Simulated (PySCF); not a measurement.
Zn(Br)(SiH3) (BrH3SiZn), SMILES [SiH3][Zn][Br]. Coordinates come from a PBE-D3(BJ)/def2-SVP optimisation. The structure was generated by enumeration; whether it is a known compound was not checked.

Computed equilibrium geometry at PBE-D3(BJ)/def2-SVP (PySCF confirms it by a frequency run) as Cartesian coordinates in Å, and its point group:
point group C3v.
```xyz
6

Zn     0.0000     0.0000     0.4595
Br     0.0000     0.0000    -1.8042
Si     0.0000     0.0000     2.8087
H      1.2186    -0.7036     3.3469
H     -1.2186    -0.7036     3.3469
H      0.0000     1.4071     3.3469
```
Charge 0, spin multiplicity 1.
